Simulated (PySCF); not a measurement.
SMILES [Si]([SiH2][Si](O)(C)C)(O)(O)O (C2H12O4Si3), GFN2-xTB optimised geometry.

```
21

Si    -0.29     1.83     0.00
O     -0.24     2.76    -1.34
O     -1.88     1.71     0.37
O      0.57     2.62     1.13
Si     0.65    -0.26     0.00
Si    -0.16    -1.40     1.86
C      0.76    -1.04     3.49
C     -0.36    -3.30     1.74
O     -1.68    -0.73     1.97
H     -0.89     2.62    -2.01
H     -2.13     1.05     1.01
H      0.52     3.58     1.19
H      2.13    -0.26     0.00
H      0.33    -1.01    -1.24
H      0.27    -1.47     4.36
H      0.84     0.03     3.66
H      1.77    -1.44     3.47
H     -0.98    -3.58     0.89
H     -0.81    -3.73     2.63
H      0.61    -3.78     1.60
H     -2.29    -1.03     2.64
```

Density from CAM-B3LYP/def2-SVP in PySCF at that geometry.

Minimum of the electron density along straight lines between bonded atoms, close to the bond critical point (lines longer than 1.1 times the sum of covalent radii, or with two minima, are not listed):

```csv
bond,length / Å,ρ at the minimum / e bohr⁻³,∇²ρ there / e bohr⁻⁵,position (fraction from the first atom)
Si1–O2,1.631,0.129,1.07,0.41
Si1–O3,1.638,0.128,1.03,0.41
Si1–O4,1.629,0.130,1.08,0.41
Si6–C7,1.913,0.111,0.31,0.38
Si6–C8,1.913,0.110,0.31,0.38
Si6–O9,1.662,0.118,0.95,0.41
O2–H10,0.952,0.355,-2.50,0.82
O3–H11,0.957,0.347,-2.62,0.83
O4–H12,0.954,0.352,-2.46,0.82
Si5–H13,1.473,0.113,0.32,0.49
Si5–H14,1.482,0.111,0.31,0.49
C7–H15,1.088,0.270,-0.96,0.62
C7–H16,1.087,0.273,-0.99,0.63
C7–H17,1.085,0.272,-0.98,0.63
C8–H18,1.086,0.272,-0.99,0.63
C8–H19,1.088,0.270,-0.96,0.62
C8–H20,1.085,0.272,-0.99,0.63
O9–H21,0.955,0.352,-2.42,0.82
```
